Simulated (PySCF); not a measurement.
Computed, not measured: delta-SCF UKS SCAN, pcX-2 on the ionised atom, pcseg-1 elsewhere, spin-free X2C in PySCF. Geometries: PBE0-D3(BJ)/def2-SVP; isolated species, one conformer each. Kα1 is taken as the energy difference of the 1s-hole and 2p3/2-hole states at the ground state's geometry. The 2p values add to the ΔSCF energy of one spin-free hole a correction within the shell (spin–orbit coupling, ligand field).

```tsv
site	Si 2p3/2 (eV)
silicon in `C[SiH](Cl)Cl`	108.59
silicon in `[SiH3][O][GeH3]`	107.33
Si2 in `[F:1][SiH2:2][Se:3][SiH3:4]`	108.25
```

Problem. What are the Si 1s binding energies, and the Kα1 emission energies that follow?

Solution. 
```json
{"site": "silicon in `[SiH3][O][GeH3]`", "bonded to": "O and 3 H", "1s (eV)": "1847.25", "2p3/2 (eV)": "107.33", "Kα1 = 1s − 2p3/2 (eV)": "1739.92"}
{"site": "Si2 in `[F:1][SiH2:2][Se:3][SiH3:4]`", "bonded to": "F, Se and 2 H", "1s (eV)": "1848.26", "2p3/2 (eV)": "108.25", "Kα1 = 1s − 2p3/2 (eV)": "1740.01"}
{"site": "silicon in `C[SiH](Cl)Cl`", "bonded to": "2 Cl, C and H", "1s (eV)": "1848.61", "2p3/2 (eV)": "108.59", "Kα1 = 1s − 2p3/2 (eV)": "1740.02"}
```

Ranges: 1s 1.36 eV, 2p3/2 1.26 eV, Kα1 0.10 eV. A straight-line fit of 1s on 2p3/2 has slope 1.08.
